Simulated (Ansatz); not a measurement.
C$_{2}$H$_{3}$GaO, SMILES `O[C]1=[CH][GaH]1`: the same geometry under several functionals.

```yaml
crystal:
  periodic: [false, false, false]
  atoms:
    - {symbol: O, position_ang: [-1.628413, 0.776848, -0.130510]}
    - {symbol: C, position_ang: [-0.422959, 0.193869, -0.064523]}
    - {symbol: C, position_ang: [0.351876, -0.021206, 1.031830]}
    - {symbol: Ga, position_ang: [1.215112, -0.678152, -0.502316]}
    - {symbol: H, position_ang: [-1.917674, 0.780299, -1.046998]}
    - {symbol: H, position_ang: [0.206443, 0.209610, 2.083923]}
    - {symbol: H, position_ang: [2.256916, -1.329167, -1.417207]}
basis:
  gaussian: {orbitals: def2-TZVPP}
hamiltonian: {xc: {name: B2PLYP}}
```

```sh
$ ansatz run in.yaml --threads 2 --pin off --events-out ev --progress --plain --max-ram 4352MiB
```

It prints (some lines left out):

```
Functional definition: B2PLYP
1148 factors; integrals over basis functions are off by at most 1.1e-3 eV
mean field evaluation 1: about -56519.6690 eV, gradient 5.6e1 eV
mean field evaluation 2: about -56519.7916 eV, gradient 5.6e1 eV
mean field evaluation 4: about -56526.7237 eV, gradient 6.7e0 eV
mean field evaluation 8: about -56526.8663 eV, gradient 9.1e-1 eV
mean field evaluation 16: about -56526.8686 eV, gradient 1.2e-3 eV
mean field -56526.86863317 eV, -2077.3241069813 hartree, gradient 5.7e-6 eV, S^2 0.000000; 0 other end points of the search recorded, 0 dependent functions left out
12 core orbitals not correlated: weight in the atoms' cores, before any rotation towards them, 1.000 or more for the frozen orbitals, at most 0.000 for the correlated occupied ones
reference -56526.86878604 eV, -2077.3241125992 hartree; 15, 15 occupied and 156, 156 virtual orbitals, 1148 factors
second order -26.07249369 eV of doubles, -0.00000000 eV of singles
Total energy: -56533.90835934 eV, -2077.5828121462 hartree
```

Run time 5.5 s (2 threads of an Arm Neoverse V1 on a shared host); peak host memory 0.39 GiB.

With the line `hamiltonian: {xc: {name: wB97X-V}}` (abridged; 9 s):

```
Functional definition: wB97X-V
mean field evaluation 16: about -56540.7996 eV, gradient 1.2e-4 eV
mean field -56540.79959277 eV, -2077.8360603039 hartree, gradient 4.8e-5 eV, S^2 0.000000
Total energy: -56540.79959094 eV, -2077.8360602365 hartree
```

The same input with `hamiltonian: {xc: {name: BHLYP}, dispersion: d4}` (abridged; 3.4 s):

```
Functional definition: BHLYP
mean field evaluation 16: about -56543.8094 eV, gradient 1.9e-4 eV
mean field -56543.80944831 eV, -2077.9466704546 hartree, gradient 7.8e-5 eV, S^2 0.000000
Total energy: -56543.98614681 eV, -2077.9531640049 hartree
```

Changing it to `hamiltonian: {xc: r2scan, dispersion: d4}` and forces (abridged; 6 s):

```
Functional definition: r2SCAN
mean field evaluation 16: about -56544.5339 eV, gradient 7.6e-3 eV
mean field -56544.53389120 eV, -2077.9732932400 hartree, gradient 4.1e-5 eV, S^2 0.000000
Total energy: -56544.56388402 eV, -2077.9743954559 hartree
Atom 0 force    -0.274608     0.144692     0.064360 eV/Å
Atom 1 force     0.207480    -0.127047    -0.166741 eV/Å
Atom 2 force     0.089655    -0.023060     0.140655 eV/Å
Atom 3 force     0.087518    -0.058777    -0.103589 eV/Å
Atom 4 force    -0.014823    -0.000539    -0.051807 eV/Å
Atom 5 force    -0.003567     0.005147     0.021479 eV/Å
Atom 6 force    -0.091656     0.059584     0.095642 eV/Å
Dipole moment:     0.047658    -0.077928    -0.359681 e Å
```

Changing it to `hamiltonian: {xc: {name: BLYP}, dispersion: d4}` (abridged; 2.6 s):

```
Functional definition: BLYP
mean field evaluation 16: about -56547.8473 eV, gradient 3.0e-4 eV
mean field -56547.84727724 eV, -2078.0950579309 hartree, gradient 7.2e-5 eV, S^2 0.000000
Total energy: -56548.14535176 eV, -2078.1060119676 hartree
```

With the line `hamiltonian: {xc: {name: PBE-QIDH}}` (abridged; 6 s):

```
Functional definition: PBE-QIDH
mean field evaluation 16: about -56517.5016 eV, gradient 9.7e-4 eV
mean field -56517.50161105 eV, -2076.9798752677 hartree, gradient 9.1e-6 eV, S^2 0.000000
12 core orbitals not correlated: weight in the atoms' cores, before any rotation towards them, 1.000 or more for the frozen orbitals, at most 0.000 for the correlated occupied ones
second order -23.99764302 eV of doubles, -0.00000000 eV of singles
Total energy: -56525.50083683 eV, -2077.2738413929 hartree
```
